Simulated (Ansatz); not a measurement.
Consider the cleavage of the B–Si bond: `OB(S)[SiH2]Cl` + HCl → `OB(S)Cl` + `[SiH3]Cl`.

Calculated with Ansatz (gas phase, PBE0-D4/def2-TZVP geometries, no zero-point term in ΔE). CBS: MP2 limit from def2 TZ/QZ plus the TZ coupled-cluster correction, frozen cores. This one scheme is used for every species. Functionals use def2-TZVPP. Each species was taken in one conformer, which may not be the lowest.

Task: Is it downhill or uphill in electronic energy at CCSD(T)/CBS, and by how much? (Best estimate.)

Result: The calculation gave: Downhill: ΔE = -102.9 kJ/mol.

Task: What do these levels give: PBE-D4, PBE0-D4, ωB97X-V, ωB97M-V, CCSD/def2-TZVPP, HF/def2-QZVPP? (Best estimate.)

Result: Computed: PBE-D4 -93.4, PBE0-D4 -98.8, ωB97X-V -104.8, ωB97M-V -107.7, CCSD/def2-TZVPP -105.6, HF/def2-QZVPP -124.3 kJ/mol.

Largest T1 diagnostic among the species: 0.013.

In def2-TZVPP, CCSD(T) changes the Hartree–Fock value by +20.6 kJ/mol (the triples alone add +2.1 kJ/mol) and MP2 by +13.0 kJ/mol. The D4 term adds +6.5 kJ/mol with B3LYP and +3.9 kJ/mol with PBE0; it sums over pairs of atoms, weighted by their polarisabilities, and B3LYP, whose exchange is more repulsive, gets the larger term.

B3LYP here is the variant with VWN-RPA as its local correlation; programs differ in this.
